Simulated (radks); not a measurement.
Values are calculated unless marked as measured or tabulated.
Problem. Zr, 40 electrons, occupied as [Kr] 4d1 5s2 5p1 (not the ground configuration). Level of theory: Dirac Kohn-Sham, BLYP, spin-unpolarised, spherical densities, finite nucleus; open shells are shared between the two j in proportion to 2j + 1; Fermi nuclear charge, rms radius 4.2694 fm (a radial shooting solver on a logarithmic mesh with Libxc functionals). Some entries of the table are withheld. Estimate them.

| orbital | occ. | eigenvalue (eV) | <1/r> (bohr^-1) |
|---|---|---|---|
| 1s1/2 | 2 | (1) | 41.26 |
| 2s1/2 | 2 | -2472.828 | (2) |
| 2p1/2 | 2 | -2264.296 | 9.316 |
| 2p3/2 | 4 | -2178.387 | 8.913 |
| 3s1/2 | 2 | -408.3077 | 3.160 |
| 3p1/2 | 2 | -330.7034 | 3.055 |
| 3p3/2 | 4 | -317.0235 | 2.958 |
| 3d3/2 | 4 | -180.1238 | 2.755 |
| 3d5/2 | 6 | -177.6243 | 2.730 |
| 4s1/2 | 2 | -58.1665 | 1.127 |
| 4p1/2 | 2 | (3) | (4) |
| 4p3/2 | 4 | (5) | (6) |
| 4d3/2 | 0.4 | -6.2658 | 0.6507 |
| 4d5/2 | 0.6 | -6.1122 | 0.6444 |
| 5s1/2 | 2 | -5.7143 | 0.3711 |
| 5p1/2 | 0.333333 | -2.3064 | (7) |
| 5p3/2 | 0.666667 | -2.1714 | (8) |

Solution. 
(1) 1s1/2 eigenvalue (eV): -17824.25
(2) 2s1/2 <1/r> (bohr^-1): 9.341
(3) 4p1/2 eigenvalue (eV): -37.1751
(4) 4p1/2 <1/r> (bohr^-1): 1.007
(5) 4p3/2 eigenvalue (eV): -35.3499
(6) 4p3/2 <1/r> (bohr^-1): 0.9803
(7) 5p1/2 <1/r> (bohr^-1): 0.2802
(8) 5p3/2 <1/r> (bohr^-1): 0.2726
